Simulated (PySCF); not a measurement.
From one molecule to another.

First species: C6H6ClP.
InChI=1S/C6H6ClP/c7-5-1-3-6(8)4-2-5/h1-4H,8H2

Second species: C4H10OSi3.
SMILES: `[SiH3][SiH]([SiH3])c1ccco1`

Levels: CAM-B3LYP/def2-SVPD for dipole moment, HOMO energy, LUMO energy, HOMO–LUMO gap, static isotropic polarisability and electronic spatial extent ⟨r²⟩ about the centre of nuclear charge; TDDFT CAM-B3LYP/def2-SVPD for lowest singlet excitation; TDA CAM-B3LYP/def2-SVPD for lowest triplet excitation (Tamm–Dancoff); ΔSCF CAM-B3LYP/def2-SVPD for vertical ionisation energy; PBE0-D3(BJ)/def2-SVP for rotational constant A and rotational constant C. Geometries: PBE0-D3(BJ)/def2-SVP. All species are isolated and taken at one optimised geometry, non-relativistic unless stated; the electronic structure was computed with PySCF and density fitting.

Dipoles, sizes and rotational constants follow the conformer. The torsions of the flexible species, by atom-mapped SMILES:
- `[PH2:1][c:2]1[cH:3][cH:4][c:5]([Cl:6])[cH:7][cH:8]1`: H–P1–C2–C3 43°, H–P1–C2–C3 137°
- `[SiH3:1][SiH:2]([SiH3:3])[c:4]1[cH:5][cH:6][cH:7][o:8]1`: Si1–Si2–C4–C5 -118°

Task: Which of the two has the higher static isotropic polarisability, and by how much?

Result: The second: 139.5 au against 111.5 au, a difference of 28.0 au.

Task: Which of the two has the higher ⟨r²⟩, and by how much?

Result: The second: 1988 bohr² against 1735 bohr², a difference of 253 bohr².

Task: Which has the higher LUMO energy?

Result: The second: 0.54 eV against 0.18 eV, a difference of 0.36 eV.

Task: Which of the two has the higher rotational constant C, and by how much?

Result: The second: 0.614 GHz against 0.588 GHz, a difference of 0.026 GHz.

Task: Which of the two has the higher HOMO energy, and by how much?

Result: The second: -7.82 eV against -7.94 eV, a difference of 0.12 eV.

Task: Which of the two has the higher rotational constant A, and by how much?

Result: The first: 5.464 GHz against 1.564 GHz, a difference of 3.900 GHz.

Task: Which has the higher vertical ionisation energy?

Result: The first: 8.60 eV against 8.39 eV, a difference of 0.21 eV.

Task: Which of the two has the higher HOMO–LUMO gap, and by how much?

Result: The second: 8.36 eV against 8.12 eV, a difference of 0.24 eV.

On the first: No computed singlet falls in the visible range (750 to 380 nm, 1.65 to 3.26 eV); S1 lies 1.72 eV above its blue end. In atomic units the dipole is 0.51 e·bohr (1 au = 2.5417 D).

On the second: The principal polarisabilities are 122.1, 132.8 and 163.5 au; their mean is the isotropic value. In atomic units the dipole is 0.45 e·bohr (1 au = 2.5417 D).
